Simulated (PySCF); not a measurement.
**Nd(NH2)2 at several levels of theory**

Computed with PySCF 2.14.0 (density fitting, no spin-orbit coupling) at the geometry relaxed with PBE0:

```xyz
7
Nd(NH2)2 (singlet in the valence; each metal's 4f electrons, 4 of them, lie in its core potential, out of spins and levels)
Nd    0.0000   -0.8948   -0.0975
N     1.9398   -0.0281    0.8683
H     2.9288   -0.1888    0.6650
H     1.9482    0.6483    1.6356
N    -1.9398   -0.0281    0.8683
H    -1.9482    0.6483    1.6356
H    -2.9288   -0.1888    0.6650
```

```tsv
level	basis	state	HOMO (eV)	gap (eV)	charge on Nd1 (e)	population of f-type functions on Nd1 (polarisation alone where 4f lies in the core)	dipole about the centre of mass (D)	largest force component (eV/Å)
PBE0	Nd lcecp-0-SVP with ECP50, N def2-SVP, H def2-SVP	singlet	–	–	0.73	0.03	5.03	0.01
PBE	the same	singlet	–	–	0.58	0.03	4.59	0.37
PBE0	Nd lcecp-0-TZVP with ECP50, N def2-TZVP, H def2-TZVP	singlet	–	–	1.15	0.04	5.48	0.29
```

In the lcecp rows the 4f levels are missing from HOMO and gap, and the state counts the valence alone.

Charges are Mulliken's, which hang on the basis. The relaxation used the grid (50, 194), these runs (75, 302) or, all-electron (x2c bases, spin-free X2C Hamiltonian), (99, 590).

Problem. What does BLYP with Nd lcecp-0-SVP with ECP50, N def2-SVP, H def2-SVP give here?

Solution. state singlet, charge on Nd1 (e) 0.55, population of f-type functions on Nd1 (polarisation alone where 4f lies in the core) 0.03, dipole about the centre of mass (D) 4.60, largest force component (eV/Å) 0.44. Time: 4.2 s on 2 threads of Arm Neoverse V1 (shared host), from an already converged density.

An lcecp potential fixes the number of 4f electrons, so in runs with it no electron can move into or out of that shell; real Nd(II) is rare or takes another configuration.
